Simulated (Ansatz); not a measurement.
CH₃F₃Ge (`F[C](F)(F)[GeH3]`). Total charge 0; spin multiplicity 1.

Z-matrix (Å, degrees):
```
C
F 1 1.343
F 1 1.343 2 106.9
F 1 1.343 2 106.9 3 -114.3
Ge 1 2.008 2 111.9 3 122.8
H 5 1.530 1 107.2 2 59.8
H 5 1.530 1 107.2 2 179.9
H 5 1.530 1 107.2 2 -60.2
```

(1) What are the harmonic wavenumbers in cm⁻¹ at PBE0-D4/def2-TZVP (Ansatz, finite differences of forces, unscaled)? (Best estimate.)

(2) Is this a minimum?

(3) Give the ideal-gas thermochemistry at 298.15 K and 1 bar (rigid rotor, harmonic oscillator; point group C3v, symmetry number 3).

(4) And at 400, 500, 600, 800 and 1000 K?

(5) Rotational constants (cm⁻¹)?

## Answers

(1) Ansatz gave: 96, 206, 206, 307, 494, 494, 584, 584, 739, 805, 872, 872, 1143, 1143, 1200, 2186, 2200, 2200.

(2) Yes, all 18 modes are real.

(3) Zero-point energy 97.7 kJ/mol; H(298) − E = 116.5 kJ/mol; entropy 327.1 J/(mol·K), of which translation 170.9, rotation 104.7, vibration 51.5; G(298) − E = 19.0 kJ/mol. Modes under 100 cm⁻¹ are hindered rotations or soft bends, so the harmonic entropy is rough.

(4) 
| T (K) | H − E (kJ/mol) | S (J/mol/K) | G − E (kJ/mol) |
| --- | --- | --- | --- |
| 400 | 127.3 | 358.0 | -15.9 |
| 500 | 139.3 | 384.8 | -53.1 |
| 600 | 152.5 | 408.7 | -92.8 |
| 800 | 181.2 | 450.0 | -178.8 |
| 1000 | 212.2 | 484.5 | -272.3 |

(5) 0.1774, 0.06354, 0.06354.
